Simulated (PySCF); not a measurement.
NICS in isomers of C7H7NO.

NICS is the negative of the GIAO shielding at a point without a nucleus: at the ring centre (0) and 1 Å above and below it (1); zz is the component along the ring normal. Level: GIAO PBE0/pcSseg-1 (PySCF, non-relativistic, gas phase) on the GFN2-xTB geometries, one conformer each. Atom numbers follow the mapped SMILES.

**Question.** Order these rings by mean NICS(1)zz, lowest (most negative) first (ppm).
A. ring C3–C4–C5–C6 in `[CH:1]#[C:2][C@@H:3]1[CH:4]=[CH:5][C@@H:6]1[NH:7][CH:8]=[O:9]`
B. ring C6–C7–C8 in `[CH3:1][C:2]([CH3:3])([C:4]#[N:5])[c:6]1[cH:7][c:8]1=[O:9]`
C. ring C4–C5–C6–N7–C8–C9 in `[CH3:1][C:2](=[O:3])[c:4]1[cH:5][cH:6][n:7][cH:8][cH:9]1`

**Answer.** C (-28.3), B (-12.7), A (0.9).

| SMILES | ring | NICS(0) | NICS(1) | NICS(1)zz | HOMA | rms pucker (Å) | ring atoms with four or more neighbours |
| --- | --- | --- | --- | --- | --- | --- | --- |
| CC(=O)c1ccncc1 | 6-membered ring with N; formal bonds all aromatic | -7.5 | -11.5 | -28.3 | 0.99 | 0.00 | 0 |
| CC(C)(C#N)c1cc1=O | 3-membered carbocycle; bonds drawn aromatic by RDKit's count | -19.7 | -9.8 | -12.7 | 0.56 | 0.00 | 0 |
| C#C[C@@H]1C=C[C@@H]1NC=O | 4-membered carbocycle; formal bonds 1 double, 3 single | 0.2 | -2.6 | 0.9 | – | 0.01 | 2 |

NICS(0) gives another order. The isotropic NICS(1) gives the same order. HOMA uses Krygowski's 1993 parameters; it is left out where a ring has a four-coordinate atom, a triple bond, no multiple bond or a kind of bond without parameters. NICS(1) and NICS(1)zz are means over the two faces.
